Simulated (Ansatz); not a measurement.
Compare A (`C[O][Zr]([O]C)([N](C)C)[N](C)C`) with its isomer B (`CC(C)[NH][Zr]([OH])([OH])[NH]C(C)C`).

Program: Ansatz. Geometries: PBE0-D4/def2-TZVP. ΔE: electronic, gas phase. CCSD(T)/CBS is the MP2 limit (def2-TZVPP, def2-QZVPP) plus CCSD(T) − MP2 in def2-TZVPP, frozen cores. DFT in def2-TZVPP. Elements past krypton have def2 core potentials. For Zr outer-core shells are correlated without core-valence functions, which leaves a few kJ/mol of doubt a bond. Each species was taken in one conformer, which may not be the lowest.

A:

```xyz
29

C     0.290   -3.536   -0.001
O     0.391   -2.167   -0.181
Zr    0.090   -0.259   -0.361
O    -0.474    0.279   -2.137
C    -1.161    0.584   -3.299
N     1.769    0.765    0.180
C     2.772    0.248    1.077
C     2.113    2.061   -0.348
N    -1.355    0.303    0.978
C    -1.314    1.207    2.095
C    -2.655   -0.292    0.798
H     0.030   -4.039   -0.940
H    -0.478   -3.784    0.743
H     1.243   -3.950    0.349
H    -1.286   -0.306   -3.929
H    -2.158    0.986   -3.078
H    -0.617    1.335   -3.884
H     3.753    0.159    0.586
H     2.906    0.898    1.954
H     2.494   -0.745    1.441
H     2.209    2.812    0.450
H     1.345    2.414   -1.043
H     3.068    2.040   -0.894
H    -0.316    1.638    2.201
H    -1.565    0.702    3.041
H    -2.028    2.038    1.976
H    -2.970   -0.877    1.676
H    -3.435    0.463    0.610
H    -2.662   -0.977   -0.061
```

B:

```xyz
29

C    -2.0080   -2.0522   -0.2341
C    -1.4601   -2.0135   -1.6506
C    -0.5610   -3.2121   -1.9200
N    -0.7466   -0.7678   -1.8670
Zr   -0.5428    0.9235   -0.7426
O     0.1158    2.2886   -1.9609
O    -2.1985    1.4398    0.1504
N     0.8783    0.4375    0.6550
C     1.3554    1.1408    1.8295
C     2.8718    1.2748    1.8184
C     0.6928    2.5057    1.9152
H    -2.6806   -1.2115   -0.0441
H    -1.1900   -2.0066    0.4932
H    -2.5636   -2.9754   -0.0566
H    -2.3168   -2.0756   -2.3405
H     0.2886   -3.2088   -1.2313
H    -1.1069   -4.1513   -1.7936
H    -0.1685   -3.1866   -2.9404
H    -0.3371   -0.7458   -2.7953
H     0.7862    2.9296   -2.1810
H    -2.9079    2.0326    0.3788
H     1.3673   -0.4424    0.5406
H     1.0756    0.5827    2.7381
H     3.2334    1.7725    2.7228
H     3.1925    1.8556    0.9487
H     3.3498    0.2929    1.7621
H     0.9572    3.1132    1.0415
H     1.0194    3.0470    2.8055
H    -0.3958    2.4126    1.9584
```

Which isomer does CCSD(T)/CBS put lower? Give the gap. (An estimate is asked.)

The calculation gave: B, by 46.7 kcal/mol.

Give E(B) − E(A) in kcal/mol with LDA (SPW92), BLYP-D4, ωB97M-V, r2SCAN-D4, PBE0-D4, MP2/def2-TZVPP, CCSD(T)/def2-SVP. (Best estimate.)

Ansatz gave: LDA (SPW92) -44.1, BLYP-D4 -36.8, ωB97M-V -45.5, r2SCAN-D4 -42.7, PBE0-D4 -42.4, MP2/def2-TZVPP -46.6, CCSD(T)/def2-SVP -37.4. None reverses the order clearly.

Largest T1 diagnostic: 0.015.

The D4 term adds −1.8 kcal/mol with B3LYP and −0.8 kcal/mol with PBE0; it sums over pairs of atoms, weighted by their polarisabilities, and B3LYP, whose exchange is more repulsive, gets the larger term. From PBE to PBE0 (25 % exact exchange), in def2-TZVPP and without D4, E(B) − E(A) moves by −2.6 kcal/mol.

B3LYP here is the variant with VWN-RPA as its local correlation; programs differ in this.
